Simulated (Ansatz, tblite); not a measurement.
Spin states of the cluster Sn₂Se₂ (the lowest singlet isomer of a short search), each relaxed with PBE-D4/def2-SVP in Ansatz. Electronic energies in the gas phase.

In the def2 sets Sn takes a core potential; there is no spin–orbit coupling. The xTB rows come from tblite. LC-ωPBE has ω = 0.4 bohr⁻¹. Correlated methods freeze 26 core orbitals; core or outer-core shells of Sn, Se are correlated, in sets that lack core-valence functions. The rows differ in basis, and correlated rows in double-zeta sets carry the largest basis error. In CCSD on the charge 0 triplet the largest single amplitude is 0.32, so its Hartree–Fock determinant may place the open shell otherwise than the density functionals do. The structure comes from a short search, and lower isomers may exist.

Singlet geometry (C2v within 0.1 Å):

```xyz
4

Sn    0.7982   -1.1838   -0.9731
Sn   -0.3649    1.0656    1.3103
Se    0.8164    1.4487   -1.0084
Se   -1.2497   -1.3305    0.6713
```

Triplet geometry (D2h within 0.1 Å):

```xyz
4

Sn   -1.508   -0.823    0.273
Sn    1.508    0.823   -0.273
Se   -0.971    1.647   -0.397
Se    0.971   -1.647    0.397
```

Quintet geometry (C2v within 0.1 Å):

```csv
atom,x (Å),y (Å),z (Å)
Sn1,-0.316,-1.184,1.306
Sn2,0.780,0.916,-1.326
Se3,-1.017,-1.125,-1.321
Se4,0.553,1.393,1.342
```

⟨S²⟩: triplet 2.02 at PBE0-D4/def2-TZVP (pure 2.00), quintet 6.02 at PBE0-D4/def2-TZVP (pure 6.00).

Only these spin states were relaxed.

```csv
level,triplet − singlet (kcal/mol),quintet − singlet (kcal/mol),lowest of these
GFN1-xTB,55.4,139.1,singlet
PBE-D4/def2-TZVP,34.2,93.6,singlet
PBE0-D4/def2-TZVP,35.9,96.5,singlet
BHLYP-D4/def2-TZVP,38.9,97.4,singlet
LC-ωPBE/def2-TZVP,39.7,96.7,singlet
MP2/def2-TZVP,45.4,118.2,singlet
CCSD(T)/def2-SVP,36.0,106.1,singlet
```

**Question.** Estimate the rows for GFN2-xTB, HF/def2-SVP, HF/def2-TZVP, r2SCAN-D4/def2-TZVP, MP2/def2-SVP, CCSD/def2-SVP.

**Answer.** 
| level | triplet − singlet (kcal/mol) | quintet − singlet (kcal/mol) | lowest of these |
| --- | --- | --- | --- |
| GFN2-xTB | 50.7 | 118.6 | singlet |
| HF/def2-SVP | 31.7 | 68.8 | singlet |
| HF/def2-TZVP | 31.6 | 69.6 | singlet |
| r2SCAN-D4/def2-TZVP | 32.8 | 93.2 | singlet |
| MP2/def2-SVP | 40.3 | 112.2 | singlet |
| CCSD/def2-SVP | 37.2 | 101.3 | singlet |

The xTB methods have no spin-polarisation term.
